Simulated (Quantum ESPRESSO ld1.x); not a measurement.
The numbers below are computed, except where a source is named.
Task: Radial electron density D(r) = 4 pi r^2 rho(r) of an atom or ion with 20 electrons. Level of theory: Dirac Kohn-Sham, relativistic LDA (MacDonald-Vosko exchange, VWN5 correlation), spin-unpolarised, spherical densities, point nucleus (ld1.x of Quantum ESPRESSO 7.5).

r (bohr)  D(r) (e/bohr)
0.002007          1.574
0.002244          1.922
0.00251           2.343
0.002808          2.850
0.003141          3.457
0.003513          4.183
0.003929          5.045
0.004395          6.065
0.004916          7.262
0.005498          8.659
0.00615           10.28
0.006879          12.13
0.007694          14.23
0.008606          16.58
0.009625          19.18
0.01077           22.01
0.01204           25.02
0.01347           28.15
0.01507           31.31
0.01685           34.40
0.01885           37.27
0.02108           39.78
0.02358           41.76
0.02637           43.10
0.0295            43.67
0.033             43.46
0.03691           42.52
0.04128           41.04
0.04617           39.29
0.05123           37.78
0.05731           36.66
0.0641            36.47
0.07169           37.48
0.08019           39.71
0.08969           42.89
0.1003            46.45
0.1122            49.52
0.1255            51.21
0.1404            50.74
0.157             47.78
0.1756            42.57
0.1964            36.01
0.2197            29.42
0.2458            24.18
0.2749            21.26
0.3075            20.84
0.3439            22.21
0.3847            24.03
0.4303            24.87
0.4813            23.77
0.5383            20.60
0.6021            16.02
0.6734            11.08
0.7533            6.761
0.8425            3.600
0.9424            1.653
1.054            0.6459
1.179            0.2115
1.319           0.05706
1.475           0.01245
1.65           0.002152

What is the nuclear charge?

Result: Z = 35. The innermost maximum, from 1s, lies near gamma/Z bohr with gamma = sqrt(1 - (Z/c)^2) = 0.967, here 0.0276 bohr (found: 0.0302), and its height grows with Z. The density is that of the bromine ion Br15+ in [Ar] 3d2; the configuration itself is not fixed sharply by these data, and Z only to about a unit. D(r) has 3 maxima, at r = 0.0302, 0.130, 0.430 bohr, and minima at 0.0621, 0.295 bohr, inside which lie 2.08, 10.65 electrons.
